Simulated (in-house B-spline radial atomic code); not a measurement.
**Xe+: [Kr] 4d10 5s2 5p5**

Method: non-relativistic BP86, spin-polarised, spherical fractional occupations, point nucleus. Calculated with a B-spline radial code for spherical atoms.

Z_r = [3n² - l(l+1)]/(2<r>); Z_e = n√(-2ε); the last column is Slater's effective charge. Values are occupation-weighted means over spin.

```json
{"shell": "1s", "electrons": "2", "ε (eV)": "-32940", "<r> (bohr)": "0.02814", "Z_r": "53.30", "Z_e": "49.20", "Slater": "53.70"}
{"shell": "2s", "electrons": "2", "ε (eV)": "-5003.5", "<r> (bohr)": "0.121", "Z_r": "49.58", "Z_e": "38.35", "Slater": "49.85"}
{"shell": "2p", "electrons": "6", "ε (eV)": "-4709.1", "<r> (bohr)": "0.103", "Z_r": "48.54", "Z_e": "37.21", "Slater": "49.85"}
{"shell": "3s", "electrons": "2", "ε (eV)": "-1029.6", "<r> (bohr)": "0.3204", "Z_r": "42.14", "Z_e": "26.10", "Slater": "42.75"}
{"shell": "3p", "electrons": "6", "ε (eV)": "-905.04", "<r> (bohr)": "0.3106", "Z_r": "40.24", "Z_e": "24.47", "Slater": "42.75"}
{"shell": "3d", "electrons": "10", "ε (eV)": "-673.42", "<r> (bohr)": "0.2812", "Z_r": "37.34", "Z_e": "21.11", "Slater": "32.85"}
{"shell": "4s", "electrons": "2", "ε (eV)": "-192.29", "<r> (bohr)": "0.7465", "Z_r": "32.15", "Z_e": "15.04", "Slater": "26.25"}
{"shell": "4p", "electrons": "6", "ε (eV)": "-148.08", "<r> (bohr)": "0.7774", "Z_r": "29.58", "Z_e": "13.20", "Slater": "26.25"}
{"shell": "4d", "electrons": "10", "ε (eV)": "-72.18", "<r> (bohr)": "0.8703", "Z_r": "24.13", "Z_e": "9.21", "Slater": "14.85"}
{"shell": "5s", "electrons": "2", "ε (eV)": "-27.376", "<r> (bohr)": "1.898", "Z_r": "19.76", "Z_e": "7.09", "Slater": "8.60"}
{"shell": "5p", "electrons": "5", "ε (eV)": "-17.149", "<r> (bohr)": "2.204", "Z_r": "16.56", "Z_e": "5.61", "Slater": "8.60"}
```

The least bound orbital is 5p down at -16.75 eV, and it is also the most diffuse (<r> = 2.209 bohr).
